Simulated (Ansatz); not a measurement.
Molecule: sum formula HSO, net charge 0, doublet state. It need not be the lowest isomer of its formula. 
Coordinates optimised at B3LYP-D3(BJ)/def2-TZVP (Ansatz, a quantum-chemistry and plane-wave program):
```xyz
3

S     -0.0571    -0.0058    -0.4675
O     -0.0376    -0.0366     1.0375
H      1.2152     0.3851    -0.8197
```
Charge 0, spin multiplicity 2.

Computed values are from Ansatz. Correlated levels leave the core frozen unless marked. Open shells are spin-unrestricted. No spin-orbit coupling. Non-relativistic. Basis-set limits of correlation are two-point, X^-3; Hartree-Fock from the larger set.

```yaml
atomisation energy De: 785.8 kJ/mol at CCSD(T)/CBS(aug-cc-pV(T+d)Z,aug-cc-pV(Q+d)Z)
vertical electron affinity (to the singlet; negative means unbound): 1.22 eV at CCSD(T)/CBS(aug-cc-pV(T+d)Z,aug-cc-pV(Q+d)Z)
total_energy: -473.4780 Eh at CCSD(T)/CBS(aug-cc-pV(T+d)Z,aug-cc-pV(Q+d)Z)
dipole_moment: 2.30 D at CCSD(T)/aug-cc-pV(D+d)Z
T1 diagnostic: 0.032 at CCSD/aug-cc-pV(Q+d)Z
```
